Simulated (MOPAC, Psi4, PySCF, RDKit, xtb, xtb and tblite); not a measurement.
Two geometries of SMILES C(c1occc1)CC=O (C₇H₈O₂), relaxed at GFN2-xTB with one dihedral held; other torsions can differ between them too.

Structure A

```
17

O     -0.6767     2.6415    -0.2058
C     -1.2511     1.7482     0.3461
C     -1.8972     0.5680    -0.3195
C     -1.7576     0.5958    -1.8455
C     -2.6026     1.6691    -2.4436
C     -2.2837     2.8190    -3.0995
C     -3.5129     3.4469    -3.4222
C     -4.4858     2.6327    -2.9381
O     -3.9475     1.5522    -2.3432
H     -1.3543     1.7298     1.4512
H     -1.4401    -0.3355     0.0937
H     -2.9523     0.5544    -0.0337
H     -0.7181     0.7837    -2.1136
H     -2.0609    -0.3735    -2.2488
H     -1.2991     3.1785    -3.3143
H     -3.6463     4.3742    -3.9405
H     -5.5554     2.7020    -2.9491
```

Structure B

```
17

O     -1.7849     2.1061     1.0688
C     -1.8924     0.9629     0.7306
C     -1.8012     0.4615    -0.6831
C     -0.6446    -0.5466    -0.8123
C      0.6533     0.0869    -0.4429
C      1.6336     0.6624    -1.1948
C      2.6021     1.1468    -0.2804
C      2.1352     0.8328     0.9559
O      0.9577     0.1908     0.8691
H     -2.0531     0.1566     1.4739
H     -2.7407    -0.0345    -0.9364
H     -1.6431     1.3038    -1.3583
H     -0.8303    -1.3956    -0.1504
H     -0.5916    -0.9052    -1.8403
H      1.6662     0.7304    -2.2630
H      3.5130     1.6569    -0.5169
H      2.5292     1.0018     1.9380
```

Task: Which is lower in energy at the level PBE0-D3(BJ)/def2-SVP // GFN2-xTB run with Psi4, and by how much?

Result: A is lower, by 8.72 kJ/mol (dihedral O1–C2–C3–C4: 0° in A, 120° in B).

E(B) − E(A) in kJ/mol at the other levels, on the same two geometries: GFN2-xTB (xtb and tblite) -0.77; MMFF94 // GFN2-xTB (RDKit) 6.72; PBE0/def2-SVP // GFN2-xTB (Psi4) 8.95; PBE/def2-SVP // GFN2-xTB (Psi4) 8.78; PBE-D3(BJ)/def2-SVP // GFN2-xTB (Psi4) 8.57; UFF // GFN2-xTB (RDKit) -5.45; PM6, restricted, heats of formation // GFN2-xTB (MOPAC) 0.42; PM3, restricted, heats of formation // GFN2-xTB (MOPAC) 0.53; GFN1-xTB // GFN2-xTB (xtb) 5.29; restricted B3LYP/6-31G*, spherical d, density fitting // GFN2-xTB (PySCF) 6.78; restricted LDA (SVWN5)/6-31G*, spherical d, density fitting // GFN2-xTB (PySCF) 9.07; restricted Hartree-Fock/6-31G*, spherical d, density fitting // GFN2-xTB (PySCF) 6.93; restricted MP2 (frozen core)/6-31G*, spherical d // GFN2-xTB (PySCF) 5.85.
